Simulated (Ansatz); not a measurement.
CH5GaOSi, relaxed with RKS PBE0-D4/def2-TZVP in the Gaussian-basis code of Ansatz from a PBE-D4/def2-SVP geometry. The force threshold is 0.005 eV/Å; the program also tests the step.

Charge 0, multiplicity 1. The bonds changed during the relaxation, so this is another structure than the one it started from.

Start:

```xyz
9

C     1.446   -0.777    0.230
Si    0.388    0.518   -0.614
O    -1.141    0.693   -0.154
Ga   -3.002    0.333    0.271
H     2.510   -0.677   -0.065
H     1.363   -0.706    1.332
H     1.092   -1.788   -0.077
H     0.686    0.700   -2.079
H    -3.341    1.704    1.157
```

Question: How much energy does the relaxation release, and in how many steps? (An estimate is asked.)

Answer: The calculation gave: 12.88 kJ/mol, in 24 steps, 4 of them rejected.

Question: Which bonds change most? (An estimate is asked.)

Answer: Ansatz gave: O3–Ga4 from 1.942 to 2.064 Å; Si2–O3 from 1.606 to 1.536 Å; C1–Si2 from 1.874 to 1.842 Å; Si2–H8 from 1.507 to 1.481 Å.

Question: Give the relaxed structure. (An estimate is asked.)

Answer: Ansatz gave: 
```xyz
9

C     1.428   -0.777    0.229
Si    0.276    0.328   -0.689
O    -1.157    0.634   -0.228
Ga   -3.135    0.361    0.296
H     2.468   -0.501    0.042
H     1.223   -0.746    1.300
H     1.286   -1.808   -0.115
H     0.727    0.743   -2.038
H    -3.115    1.768    1.204
```
